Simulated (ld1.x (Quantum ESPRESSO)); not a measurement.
# What one change does to a pseudopotential (neodymium (Nd), TM)

- Element: neodymium (Nd)
- Generator: ld1.x (Quantum ESPRESSO) 7.5
- Type: norm-conserving Troullier–Martins (Kleinman–Bylander form)
- Functional: LDA (PZ)
- Relativity: scalar-relativistic
- Frozen core: [Kr] 4d10 5s2
- Valence charge: 12
- Reference configuration: 4f4 5p6 5d0 6s1 6p1
- Partial waves: 6s (bound): rc 3.65 bohr; 5p (bound): rc 1.55 bohr; 5d (bound, empty): rc 4.05 bohr; 4f (bound): rc 1.55 bohr
- Local potential: all-electron potential smoothed inside 2.10 bohr (lloc = -1)
- Core correction: none

Occupied shells without a wave of their own: 6p. They enter only through the test configuration that unscreens the potential.

Change: all radii scaled by about 1.13 (s 4.12, p 1.74, d 4.58, f 1.74 bohr); local potential all-electron potential smoothed inside 2.36 bohr (lloc = -1).

Cutoffs: the cutoffs (Ry, on a coarse ladder) from which the occupation-weighted sum of valence levels, in a spherical-Bessel basis at the reference potential, stays within 10 and 1 mRy of its value at 400 Ry; they do not see the model core or the augmentation charge, which bear on the density cutoff. Errors are all-electron minus pseudo energies relative to the spin-unpolarised reference configuration.

How do hardness, ghosts and transferability respond?

The potential gets softer (160 Ry and 230 Ry → 140 Ry and 180 Ry); both files keep a bound ghost (s); the number of tests that count goes from 8 to 9; of the 8 tests that both files solve, the error grows in 6 and shrinks in 0 by more than 15 % and 0.3 meV (median size 4.1 → 48.9 meV). A larger radius leaves more room for a smooth pseudo-wave, so fewer plane waves are needed. More of the atom is replaced by a form fitted at one configuration, so other configurations suffer.

```tsv
quantity	base	changed
cutoff, loose	160 Ry	140 Ry
cutoff, tight	230 Ry	180 Ry
loose cutoff by channel (10 mRy a level)	s 6 Ry, p 25 Ry, f 140 Ry	s 6 Ry, p 25 Ry, f 110 Ry
bound ghosts	s	s
tests counted (converged, no solver errors)	8 of 9	9 of 9
error for 4f4 5p6 5d0 6s2 6p0, meV [ΔE -2.43 eV]	-2.0	+20
error for 4f4 5p6 5d0 6s1 6p0, meV [ΔE 3.57 eV]	-4.5	+41
error for 4f4 5p6 5d0 6s0 6p0, meV [ΔE 14.56 eV]	-7.9	+62
error for 4f4 5p6 5d1 6s0 6p0, meV [ΔE 4.68 eV]	+0.2	+57
error for 4f4 5p6 5d0 6s0 6p2, meV [ΔE 2.58 eV]	+1.0	-33
error for 4f4 5p6 5d0 6s1.5 6p0, meV [ΔE -0.03 eV]	-3.8	+29
error for 4f4 5p6 5d0 6s1 6p1 (spin-polarised), meV [ΔE -2.84 eV]	+5678	+5181
error for 4f4 5p6 5d0 6s2 6p0 (spin-polarised), meV [ΔE -4.73 eV]	+5700	+5214
```

Base: Tests not counted: 4f4 5p5 5d0 6s2 6p0 (solver errors, printed error -885 eV). The 6p level has no wave, so the channel is fitted at the deeper level alone: the likely source of the large errors. Changed file: The 6p level has no wave, so the channel is fitted at the deeper level alone: the likely source of the large errors. A true bound ghost makes a file unfit for plane-wave use even where its test errors are small: the radial tests pick states by their node count and pass the ghost by. Where a test does run into it, the solver fails or the error is huge.
